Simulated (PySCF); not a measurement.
Cd(NH2)2 (CdH₄N₂), SMILES [NH2][Cd][NH2].

Geometry optimised at PBE0-D3(BJ)/def2-TZVP. The def2 effective core potentials stand for the cores of Cd; spin–orbit coupling is left out. One conformer was computed; it need not be the lowest.

Computed with TDA-CAM-B3LYP/def2-SVPD run with PySCF.

Vertical excitations. Isolated molecule, no solvent. State labels are in the subgroup C2.

Q: List the lowest excited states. (Estimate from the structure and the level; the computed values follow.)

A: 
```tsv
state	symmetry	energy (eV)	λ (nm)	f	main pairs
S1	B	5.20	238	0.098	HOMO→LUMO 82 %
S2	A	5.30	234	0.051	HOMO−1→LUMO 84 %
S3	A	5.87	211	0.000	HOMO→LUMO+1 81 %, HOMO−1→LUMO+2 17 %
S4	B	5.89	210	0.012	HOMO→LUMO+2 75 %, HOMO−1→LUMO+1 20 %
S5	B	6.36	195	0.099	HOMO−1→LUMO+1 70 %, HOMO→LUMO+2 15 %
S6	A	6.40	194	0.031	HOMO−1→LUMO+2 73 %, HOMO→LUMO+1 15 %
S7	A	7.08	175	0.013	HOMO→LUMO+3 81 %
S8	B	7.29	170	0.044	HOMO−1→LUMO+3 74 %, HOMO→LUMO+4 15 %
S9	B	7.77	160	0.265	HOMO−2→LUMO 74 %, HOMO−2→LUMO+2 13 %
S10	A	7.98	155	0.004	HOMO−3→LUMO 63 %, HOMO−2→LUMO+1 31 %
T1	B	4.41	281	0	HOMO→LUMO 89 %
T2	A	4.64	267	0	HOMO−1→LUMO 86 %
T3	A	5.59	222	0	HOMO→LUMO+1 84 %
T4	B	5.63	220	0	HOMO→LUMO+2 79 %, HOMO−1→LUMO+1 15 %
```
Triplets are in the Tamm–Dancoff approximation.
